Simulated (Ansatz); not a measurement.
Reaction (redistribution): `[Cl][SnH]([Cl])[Cl]` + `[F][GeH2][O]C(F)(F)F` → `F[C](F)(F)[Sn]([Cl])([Cl])[Cl]` + `[OH][GeH2][F]`

Gas-phase electronic energies from Ansatz, PBE0-D4/def2-TZVP geometries. CCSD(T)/CBS adds triple-zeta CCSD(T) − MP2 to the extrapolated MP2 energy (def2 sets, frozen cores). DFT in def2-TZVPP. B3LYP here is the variant with VWN-RPA as its local correlation; programs differ in this. Elements past krypton have def2 core potentials. For Ge, Sn outer-core shells are correlated without core-valence functions, which leaves a few kJ/mol of doubt a bond. Scalar relativity is left out up to krypton. Each species was taken in one conformer, which may not be the lowest.

```
             level  ΔE (kJ/mol)  difference from CCSD(T)/CBS
            PBE-D4         19.2                        -12.9
         r2SCAN-D4         34.9                          2.8
           PBE0-D4         36.1                          4.0
          B3LYP-D4         29.0                         -3.1
           ωB97X-V         42.4                         10.3
            B2PLYP         34.2                          2.1
               PBE         21.4                        -10.7
            r2SCAN         35.8                          3.7
     HF/def2-TZVPP         73.0                         40.9
SCS-MP2/def2-TZVPP         37.5                          5.4
   CCSD/def2-TZVPP         44.4                         12.3
CCSD(T)/def2-TZVPP         39.1                          7.0
     HF/def2-QZVPP         72.9                         40.8
    MP2/def2-QZVPP         30.3                         -1.8
SCS-MP2/def2-QZVPP         33.7                          1.6
     MP2/CBS(def2)         27.3                         -4.8
       CCSD(T)/CBS         32.1                            0
```

Largest T1 diagnostic among the species: 0.012.

In def2-TZVPP, CCSD(T) changes the Hartree–Fock value by −34.0 kJ/mol (the triples alone add −5.4 kJ/mol) and MP2 by −38.7 kJ/mol. From PBE to PBE0 (25 % exact exchange), in def2-TZVPP and without D4, ΔE moves by +17.0 kJ/mol. The D4 term adds −3.4 kJ/mol with B3LYP and −2.3 kJ/mol with PBE0; it sums over pairs of atoms, weighted by their polarisabilities, and B3LYP, whose exchange is more repulsive, gets the larger term.
